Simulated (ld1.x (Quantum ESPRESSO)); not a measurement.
Which setting gave this result? (carbon, TM)

Base potential:

```json
{
 "Element": "carbon",
 "Generator": "ld1.x (Quantum ESPRESSO) 7.5",
 "Type": "norm-conserving Troullier–Martins (Kleinman–Bylander form)",
 "Functional": "LDA (PZ)",
 "Relativity": "non-relativistic",
 "Frozen core": "[He]",
 "Valence charge": "4",
 "Reference configuration": "2s2 2p1 (charge +1)",
 "Partial waves": "2s (bound): rc 0.80 bohr; 2p (bound): rc 2.50 bohr",
 "Local potential": "all-electron potential smoothed inside 1.00 bohr (lloc = -1)",
 "Core correction": "Bessel-smoothed model core, default radius (core density twice the valence density)"
}
```

Cutoffs, loose and tight: the cutoffs (Ry, on a coarse ladder) from which the occupation-weighted sum of valence levels, in a spherical-Bessel basis at the reference potential, stays within 10 and 1 mRy of its value at 400 Ry. They do not see the model core or the augmentation charge, which bear on the density cutoff. Test errors are all-electron minus pseudo excitation energies from the reference, over the configurations 2s2 2p2; 2s2 2p0; 2s1 2p0; 2s2 2p2.3; 2s1 2p2; 2s2 2p1.5; 2s0 2p4 (two spin-polarised tests are not counted in the largest error); variants that change the core or the reference have their own tests. The largest error is taken over the tests solved by every variant that gives reliable tests at all, those not shown here included: 2s1 2p0; 2s1 2p2; 2s2 2p0; 2s2 2p1.5; 2s2 2p2; 2s2 2p2.3.

Only the p radius is moved (1 further runs of the sweep failed or gave no value and are left out):

| p radius (bohr) | cutoff, loose | cutoff, tight | bound ghosts | largest test error (meV) | median size of the test errors |
| --- | --- | --- | --- | --- | --- |
| 1.68 | 100 Ry | 230 Ry | none | +182 | 14.8 meV |
| 1.9 | 100 Ry | 230 Ry | none | +266 | 24.9 meV |
| 2.76 | 100 Ry | 230 Ry | none | +851 | 122.1 meV |
| 2.98 | 100 Ry | 230 Ry | none | +1055 | 166.0 meV |
| 3.22 | 100 Ry | 230 Ry | none | +1293 | 223.7 meV |
| 3.5 | 100 Ry | 230 Ry | none | +1667 | 327.7 meV |

**Question.** One more run gave cutoff, loose: 100 Ry; cutoff, tight: 230 Ry; bound ghosts: none; largest test error (meV): +395; median size of the test errors: 42.3 meV. Which value of the p radius was used?

**Answer.** 2.16 bohr. The median size of the test errors moves one way along this sweep, from 14.8 meV at 1.68 to 327.7 meV at 3.5 bohr, which places the run between 1.9 and 2.76 bohr.
